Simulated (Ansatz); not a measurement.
## Two structures, one formula

The two ends of one reaction step of SiAsH7S, singlet (PBE0-D4/def2-TZVP).

A:

Si1  (-1.009, -0.001, 0.831)
S2  (2.369, 1.093, -0.933)
H3  (-0.835, 1.468, 0.679)
H4  (0.217, -0.566, 1.455)
H5  (-2.159, -0.244, 1.741)
H6  (2.582, 0.344, 0.160)
As7  (-1.530, -0.934, -1.276)
H8  (1.851, 2.097, -0.209)
H9  (-1.410, -2.352, -0.732)
H10  (-0.075, -0.904, -1.716)
(Å)

B:

Si1  (-0.458, 1.114, 1.420)
S2  (1.499, 1.021, 0.555)
H3  (-1.257, 1.935, 0.481)
H4  (-0.412, 1.764, 2.755)
H5  (-1.055, -0.237, 1.564)
H6  (0.783, -0.702, -2.634)
As7  (-0.458, -1.034, -1.822)
H8  (2.024, 0.286, 1.551)
H9  (0.272, -2.097, -1.018)
H10  (-0.940, -2.050, -2.851)
(Å)

Ansatz 0.2.0; basis: def2-TZVPP; cores frozen in the correlated methods. Filled d shells of the heavier atoms are correlated. The def2 sets are not built for correlating such inner shells, so the correlated values are less sure here. B3LYP uses VWN-RPA correlation.

**Question.** Which structure is lower at CCSD(T), and by how much? (Judge from chemistry; the value comes from the calculation.)

**Answer.** By the calculation: B, by 0.261 eV (electronic energy, against the other). By their contacts, A is a complex of SiAsH₅ ([SiH3][AsH2]) + H₂S and B is a complex of SiH₄S ([SiH3][SH]) + AsH₃.

All methods give the same order:

```csv
method,E(B) − E(A) (eV)
SPW92,-0.235
PBE-D4,-0.231
BLYP-D4,-0.269
r2SCAN-D4,-0.269
B97M-V,-0.309
PBE0-D4,-0.246
B3LYP-D4,-0.276
r2SCAN0-D4,-0.271
BHLYP-D4,-0.302
CAM-B3LYP-D4,-0.285
wB97X-V,-0.284
wB97M-V,-0.288
B2PLYP,-0.273
PBE-QIDH,-0.271
RPA on PBE,-0.260
HF,-0.321
MP2,-0.285
CCSD,-0.264
CCSD(T),-0.261
```

T1 diagnostic: at most 0.012.

Labels in which every atom is bracketed show which atoms are joined, not bond orders.

For scale, one of the runs: CCSD(T)/def2-TZVPP, 230 basis functions, launched by `ansatz run in.yaml --threads 4 --pin off --events-out ev --progress --plain --max-ram 9574MiB`. The run took 84 s on 4 CPU threads of an Arm Neoverse V2 (shared host), with 3.6 GiB of host memory at its peak.
